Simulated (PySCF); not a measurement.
# AsF₃ + 2 H₂O → HAsO₂ + 3 HF

Level: PBE0 in the def2-TZVP basis family, all electrons, no relativity, computed in PySCF with density fitting; open shells unrestricted.

```tsv
species	state and structure	E (Eh)	ZPE (kJ/mol)	H(298 K) − H(0) (kJ/mol)	S° (J/(mol K))
AsF₃	singlet, C3v, As–F 1.715 Å (×3); F–As–F 95.9° (×3)	-2535.07144	18.0	14.2	289.0
H₂O	singlet, C2v, O–H 0.960 Å (×2); H–O–H 105.1°	-76.37736	56.5	9.9	188.7
HAsO₂	singlet, C2v, As–H 1.517 Å, As–O 1.604 Å (×2); H–As–O 113.7° (×2), O–As–O 132.6°	-2386.49138	35.2	12.0	266.6
HF	singlet, C∞v, H–F 0.920 Å	-100.39188	24.9	8.7	173.6
```

(1) What is the electronic reaction energy?

(2) Add zero-point, thermal and entropy terms for 298.15 K and 1 bar.

Results:

(1) At PBE0/def2-TZVP, ΔE = 417.8 kJ/mol from the differences of the total energies times 2625.5, uphill. 

(2) ΔZPE = -21.1 and Δ[H(298) − H(0)] = 4.1 kJ/mol give ΔH° = 400.8 kJ/mol. ΔS° = 121.0 J/(mol K), so ΔG° = 400.8 − 298.15 × (0.1210) = 365 kJ/mol.

Each species is the lowest minimum found with this bonding; other isomers or fragments can lie lower.
